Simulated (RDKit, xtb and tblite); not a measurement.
Conformational energy of SMILES c1(ccsc1)Oc1occc1 (C8H6O2S). Scanned: dihedral O3–C4–O5–C6 and dihedral C4–O5–C6–C7; all other coordinates were relaxed at GFN2-xTB. Points at φ and −φ are mirror images. Heavy atoms are numbered in the order of the SMILES c1coc(Oc2ccsc2)c1, hydrogens after them in the order of the atoms that carry them; the mirror image has the same energies with the sign of each dihedral reversed.

Levels of theory: GFN2-xTB (xtb and tblite); MMFF94 // GFN2-xTB (RDKit); UFF // GFN2-xTB (RDKit).

Energies in kcal/mol at chosen points (x: dihedral O3–C4–O5–C6 (°); y: dihedral C4–O5–C6–C7 (°)), relative to x = 0, y = -30:

```tsv
method	(150, 30)	(-60, 180)	(60, 120)	(150, 150)	(30, -120)	(-120, -150)	(90, -90)
GFN2-xTB	3.2	-0.3	1.9	0.4	0.7	1.0	4.0
MMFF94	1.3	1.0	3.8	-0.5	1.2	1.1	5.1
UFF	13.4	5.0	9.7	6.6	6.0	8.2	14.7
```
